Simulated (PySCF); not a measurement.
Static response to an electric field

Species: Ge(OH)2H2.
Structure used (PBE0-D3(BJ)/def2-SVP), in Å, numbered top down from 1:
```xyz
7
GeH4O2 angstrom
Ge    -0.284    0.045   -0.390
O     -0.147    0.028    1.383
H     -0.980    0.131    1.855
O      1.388   -0.190   -0.911
H      1.968   -0.297   -0.148
H     -0.792    1.408   -0.897
H     -1.153   -1.125   -0.891
```

Level: CAM-B3LYP/def2-SVPD (PySCF), static field, nuclei fixed, core orbitals frozen in the response. The polarisability tensor in these axes (au):

```
x   39.92 -0.27 -0.06
y   -0.27 37.98 -0.02
z   -0.06 -0.02 39.94
```

Q: Give the principal values, the mean and the anisotropy Δα = √{½[(α1 − α2)² + (α2 − α3)² + (α1 − α3)²]}.

A: Principal values 37.95, 39.89 and 40.01 au; mean 39.28 au = 5.82 Å³ = 6.48 × 10⁻⁴⁰ C²·m²/J; Δα = 2.00 au (5 % of the mean).

Q: What is the dipole moment, and where does it point?

A: (-1.97, 0.22, 0.85) D, 2.16 D in size, pointing from the negative to the positive side. Measured along this direction, the outermost atoms are H5 at the negative end and H3 at the positive end.

Q: What molar refraction does this α imply?

A: Lorentz–Lorenz: R = (4π/3)N_A α = 2.5225 cm³/(mol·Å³) × 5.82 Å³ = 14.7 cm³/mol, in the limit of long wavelengths.

Q: What depolarisation ratio follows for Rayleigh scattering of linearly polarised light, taking the static tensor?

A: ρ = 3Δα²/(45ᾱ² + 4Δα²) = 12.0/(69434 + 16.0) = 0.000173.

Q: Form Σ f/ω² (atomic units) for the 15 lowest TDDFT singlets, given as eV and f, and set it beside the mean polarisability, which is this sum over all singlets: 6.94, 0.0018; 7.36, 0.0208; 7.89, 0.0022; 8.07, 0.0851; 8.20, 0.0292; 8.52, 0.0851; 8.82, 0.0815; 8.91, 0.0861; 8.97, 0.0199; 9.28, 0.0065; 9.28, 0.0201; 9.36, 0.0590; 9.70, 0.0014; 9.76, 0.0910; 9.85, 0.0001.

A: They add up to 5.70 au, 14.5 % of the 39.28 au; the largest single term is 0.97 au, from the state at 8.07 eV. Terms in order: 0.03, 0.28, 0.03, 0.97, 0.32, 0.87, 0.78, 0.80, 0.18, 0.06, 0.17, 0.50, 0.01, 0.71, 0.00 au. Higher excitations give the rest. The strengths listed sum to 0.590.

Q: Find the Langevin capture rate constant for H3O+ (19.018 u) meeting this molecule (109.942 u), k = 2.342 × 10⁻⁹ cm³/s × √(α in Å³ / reduced mass in u).

A: The reduced mass is 16.21 u, so k = 1.40 × 10⁻⁹ cm³/s. The formula leaves out the permanent dipole, which adds to the capture rate.

Q: Refractivity n − 1 of an ideal gas of it at 500 K and 1 atm, from the electronic α?

A: N = p/kT = 1.4678 × 10¹⁹ cm⁻³, so n − 1 = 2π × N × 5.82 × 10⁻²⁴ cm³ = 537 × 10⁻⁶ at long wavelengths, for an ideal gas.

The structure is a single PBE0-D3(BJ)/def2-SVP conformer in the gas phase; no vibrational or solvent corrections. The calculation is non-relativistic, for germanium too.
